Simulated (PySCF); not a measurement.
C6H8, SMILES [C@H]1(C[C@@H]1C)C#C.

Geometry optimised at B3LYP-D3(BJ)/def2-SVP. The structure was generated by enumeration; whether it is a known compound was not checked.

Two levels are set side by side: TDDFT-PBE/def2-SVPD (PySCF) and TDDFT-B3LYP/def2-SVPD (PySCF). Vertical, same geometry. The lowest singlet is HOMO→LUMO 99 % with PBE and HOMO→LUMO 76 % with the other functional; states are paired by order. Differences are taken from unrounded values.

```json
[
 {"quantity": "lowest singlet excitation (eV)", "TDDFT-PBE": "5.79"},
 {"quantity": "lowest triplet excitation (TDA) (eV)", "TDDFT-PBE": "5.12"},
 {"quantity": "first bright state (f over 0.05) (eV)", "TDDFT-PBE": "6.68"},
 {"quantity": "its oscillator strength", "TDDFT-PBE": "0.07"}
]
```

**Question.** These are the TDDFT-PBE values. What does TDDFT-B3LYP give? (The exact figures need the calculation; the answer reports its results.)

**Answer.** 
| quantity | TDDFT-B3LYP | TDDFT-PBE minus TDDFT-B3LYP |
|---|---|---|
| lowest singlet excitation (eV) | 5.99 | -0.20 |
| lowest triplet excitation (TDA) (eV) | 5.17 | -0.05 |
| first bright state (f over 0.05) (eV) | 7.10 | -0.42 |
| its oscillator strength | 0.06 | 0.02 |

Functionals without exact exchange tend to place singlet excitations lower, as here. Differences between two approximate levels are no errors against the true value.

Rough cost on one machine, each run with all the roots and properties that it gave: TDDFT-B3LYP against TDDFT-PBE about 3 times.
